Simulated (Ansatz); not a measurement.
One change: `[SiH3][GeH2][GeH2][SiH2][SiH2][GeH3]` becomes `[SiH3][GeH2][GeH2][SiH2][GeH3]`.

Ansatz, PBE0-D4/def2-TZVP geometries, multiplicity 1. Each molecule was computed in one conformer, which needn't be the lowest.

Scalar relativity is left out up to krypton.

| property | `[SiH3][GeH2][GeH2][SiH2][SiH2][GeH3]` |
| --- | --- |
| HOMO energy (PBE/def2-TZVPP) / eV | -6.70 |
| LUMO energy (ωB97M-V/def2-TZVPP) / eV | 1.12 |
| HOMO energy (PBE0/def2-TZVPP) / eV | -7.70 |
| LUMO energy (PBE/def2-TZVPP) / eV | -1.33 |
| size of the dipole moment (PBE/def2-TZVPP) / D | 0.13 |
| LUMO energy (PBE0/def2-TZVPP) / eV | -0.55 |

**Question.** What does the change do to each property? (An estimate is asked.)

**Answer.** Computed: 
```json
{"property": "HOMO energy (PBE/def2-TZVPP) / eV", "`[SiH3][GeH2][GeH2][SiH2][GeH3]`": "-6.72", "shift": "-0.02"}
{"property": "LUMO energy (ωB97M-V/def2-TZVPP) / eV", "`[SiH3][GeH2][GeH2][SiH2][GeH3]`": "1.31", "shift": "0.19"}
{"property": "HOMO energy (PBE0/def2-TZVPP) / eV", "`[SiH3][GeH2][GeH2][SiH2][GeH3]`": "-7.71", "shift": "-0.01"}
{"property": "LUMO energy (PBE/def2-TZVPP) / eV", "`[SiH3][GeH2][GeH2][SiH2][GeH3]`": "-1.12", "shift": "0.21"}
{"property": "size of the dipole moment (PBE/def2-TZVPP) / D", "`[SiH3][GeH2][GeH2][SiH2][GeH3]`": "0.10", "shift": "-0.03"}
{"property": "LUMO energy (PBE0/def2-TZVPP) / eV", "`[SiH3][GeH2][GeH2][SiH2][GeH3]`": "-0.32", "shift": "0.23"}
```

Dipoles are sizes alone; their direction can turn.
